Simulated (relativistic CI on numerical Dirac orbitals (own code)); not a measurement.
## d9 in a ligand field

Computed with a parametric ligand-field model of a d^n configuration (Racah B and C, spin-orbit zeta, crystal field), exact diagonalisation.

Field parameters in Wybourne normalisation: Td as Oh with Dq negative (B⁴₀ = 21Dq, B⁴₄ = √(5/14) B⁴₀). The field is a parameter set, without covalency.

B = 670 cm⁻¹, C = 2510 cm⁻¹ (C/B = 3.75), Td, no spin-orbit coupling. Tanabe-Sugano data, E/B above the lowest term (Δ = |10Dq|; b, c mark the second and third term of a kind):

```csv
Δ/B,2T2,2E
1.0,0.00,1.00
1.9,0.00,1.90
2.8,0.00,2.81
3.7,0.00,3.70
4.6,0.00,4.60
5.5,0.00,5.49
6.4,0.00,6.40
7.3,0.00,7.30
8.2,0.00,8.19
9.1,0.00,9.10
10.0,0.00,10.00
10.9,0.00,10.90
11.8,0.00,11.81
12.7,0.00,12.70
13.6,0.00,13.60
14.5,0.00,14.51
15.4,0.00,15.40
16.3,0.00,16.30
17.2,0.00,17.19
18.1,0.00,18.10
19.0,0.00,19.00
19.9,0.00,19.90
20.8,0.00,20.81
21.7,0.00,21.70
```

The ground term stays 2T2.
